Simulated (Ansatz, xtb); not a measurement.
Relative energy of two structures of CH5BeNS

Structure X: a singlet given by its coordinates. Structure Y: `C[NH][Be][SH]`, a singlet. Both are isolated molecules in the gas phase, relaxed with PBE0-D3(BJ)/pcseg-1.

X (Å):

```yaml
atoms:
  - { symbol: C, position_ang: [-1.8659, -1.6530, 1.1483] }
  - { symbol: Be, position_ang: [-0.3411, -2.2949, 0.8654] }
  - { symbol: N, position_ang: [-1.2520, -1.2936, -0.1995] }
  - { symbol: S, position_ang: [1.3720, -3.1684, 0.8531] }
  - { symbol: H, position_ang: [-2.0527, -0.7537, 1.7417] }
  - { symbol: H, position_ang: [-2.7986, -2.2078, 1.0138] }
  - { symbol: H, position_ang: [-1.7466, -1.6462, -1.0155] }
  - { symbol: H, position_ang: [-1.0564, -0.3056, -0.3432] }
  - { symbol: H, position_ang: [1.2720, -3.7298, 2.0784] }
```

Close contacts (Å): C1–Be2 1.68, C1–N3 1.52, Be2–N3 1.72, Be2–S4 1.92, C1–H5 1.09, C1–H6 1.09, N3–H7 1.02, N3–H8 1.02, S4–H9 1.35.

Y (Å):

```xyz
9

C    -2.2637   -1.7133    0.5590
Be    0.2044   -1.4067   -0.3910
N    -0.9779   -1.0523    0.4668
S     1.7175   -1.8917   -1.4510
H    -3.0951   -1.0483    0.2806
H    -2.4634   -2.0958    1.5711
H    -2.2962   -2.5721   -0.1217
H    -0.9231   -0.2546    1.0930
H     1.3750   -1.1354   -2.5192
```

Task: Estimate E(Y) − E(X) at the level CCSD(T)/def2-TZVP.

Result: Calculated at CCSD(T)/def2-TZVP: E(Y) − E(X) = −0.878 eV, so structure Y lies lower.

The same difference at several levels:

```tsv
level	geometry	E(Y) − E(X) (eV)	departure from the last row (eV)	job, with rough time for the two
GFN2-xTB	GFN2-xTB	−0.816	+0.061	optimisation, 0.59 s
HF/STO-3G	GFN2-xTB	−0.825	+0.052	single point, 0.42 s
r2SCAN-D4/def2-SVP	GFN2-xTB	−0.888	−0.010	single point, 2.7 s
PBE0-D3(BJ)/pcseg-1	PBE0-D3(BJ)/pcseg-1	−0.821	+0.057	optimisation, 26 s
HF/def2-TZVP	PBE0-D3(BJ)/pcseg-1	−0.999	−0.121	part of the CCSD(T) run
MP2/def2-TZVP	PBE0-D3(BJ)/pcseg-1	−0.889	−0.011	part of the CCSD(T) run
CCSD(T)/def2-TZVP	PBE0-D3(BJ)/pcseg-1	−0.878		single point, 45 s
```

None of the levels shown reverses the order. The largest departure from CCSD(T)/def2-TZVP is that of HF/def2-TZVP, 0.121 eV.

With harmonic frequencies from PBE0-D3(BJ)/pcseg-1 (ideal gas, rigid rotor, one conformer each, 298.15 K, 1 atm): on the last row, ΔE + ΔZPE = −0.876, ΔH = −0.863, ΔG = −0.899 eV.

The correlated steps freeze 7 core orbitals; the last core shell of Be is correlated, in a basis made for valence electrons. Mirror images aren't counted in ΔG. Programs: Ansatz 0.2.0, xtb 6.7.1; the last row on 2 threads of AMD EPYC 7R43 64-Core Processor (Zen 3) on a shared host.
